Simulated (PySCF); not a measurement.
Isomers C4H12Si3:

A. SMILES CC#C[SiH2][Si@@H](C)[SiH3]
B. `C1(C([SiH3])([SiH3])[SiH3])=CC1`
C. `[SiH2]([C@H](C)[SiH3])C#C[SiH3]`

Spectrum 1. 13C{1H} NMR (computed): δ 119.0 (C), 114.6 (C), 14.3 (CH3), 1.9 (CH).

Spectrum 2. 13C{1H} NMR (computed): δ 116.3 (C), 78.7 (C), 6.3 (CH3), -8.2 (CH3).

Spectrum 3. 13C{1H} NMR (computed): δ 128.0 (C), 102.6 (CH), 8.1 (CH2), -1.7 (C).

PySCF 2.14.0 with density-fitted response routines calculation with NMR shieldings at PBE0/pcSseg-1/GIAO and structure optimised with GFN2-xTB; one computed conformer, non-relativistic, in vacuum, equivalent nuclei averaged.

Shifts are taken against calculated references (same method and geometry level): TMS for 13C. Shifts are as computed. Against solution values, carbons near 30 ppm lie about +3 ppm off and those near 130 ppm about +5 ppm. Of 1211 compounds with measured shifts, 218 miss one by over three times the rms of a fit or turn the order of signals round; such compounds aren't used in these exercises.

Which spectrum belongs to which compound?

Answers

1–C, 2–A, 3–B.

- Spectrum 1 (C): 4 13C signals; δC 14.3 is a methyl carbon; δC 1.9 is an sp3 CH bonded to 2 Si.
- Spectrum 2 (A): 4 13C signals; δC 78.7 is an alkyne carbon; δC 6.3 is a propargylic methyl carbon.
- Spectrum 3 (B): 4 13C signals; δC 128.0 is a fully substituted alkene carbon; δC 102.6 is an alkene CH.
